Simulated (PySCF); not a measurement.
A structure optimised at PBE-D3(BJ)/def2-SVP, used in a PySCF frequency run:

```
C
F 1 1.3438
H 1 1.1066 2 110.55
Cl 1 1.7789 3 108.44 2 -121.03
Br 1 1.9664 3 106.44 2 118.80
```

Problem. Write its SMILES and formula.

Solution. F[C@@H](Cl)Br, CHBrClF

Problem. What are its rotational constants (standard atomic weights)?

Solution. 6.3189, 1.9490, 1.5370 GHz
